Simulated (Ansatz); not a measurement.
Stepwise reaction of `O[Si@H](F)[Si@@H](O)F` with hydrogen, as a gas-phase model of exchange steps in deposition or etching. ΔE in kJ/mol.

Calculated with Ansatz (gas phase, PBE0-D4/def2-TZVP geometries, no zero-point term in ΔE). CBS: MP2 limit from def2 TZ/QZ plus the TZ coupled-cluster correction, frozen cores. This one scheme is used for every species. Functionals use def2-TZVPP. B3LYP here is the variant with VWN-RPA as its local correlation; programs differ in this. One conformer a species, not always the lowest.

| step | reaction | PBE-D4 | B3LYP-D4 | ωB97M-V | CCSD(T)/CBS |
| --- | --- | --- | --- | --- | --- |
| 1 | `O[Si@H](F)[Si@@H](O)F` + H₂ → `O[SiH2][SiH](O)F` + H–F | 122.4 | 130.2 | 128.9 | 124.8 |

Question: Give the row of step 2, `O[SiH2][SiH](O)F` + H₂ → `O[SiH2][SiH2]O` + H–F. (An estimate is asked.)

Answer: Ansatz gave: 
```json
{"step": "2", "reaction": "`O[SiH2][SiH](O)F` + H₂ → `O[SiH2][SiH2]O` + H–F", "PBE-D4": "126.9", "B3LYP-D4": "135.4", "ωB97M-V": "135.0", "CCSD(T)/CBS": "131.0"}
```

Question: By hand: ΔE of the 2 steps together at CCSD(T)/CBS.

Answer: (124.8) + (131.0) = 255.8 kJ/mol, or 127.9 kJ/mol a step.

In ΔE each step is higher than the one before. All are uphill at CCSD(T)/CBS. PBE-D4 differs from CCSD(T)/CBS by -4.1 to -2.4 kJ/mol a step. Only this route is followed, and other bonds may react first. Isolated molecules leave out the surface, adducts and barriers. Largest T1 diagnostic: 0.013.
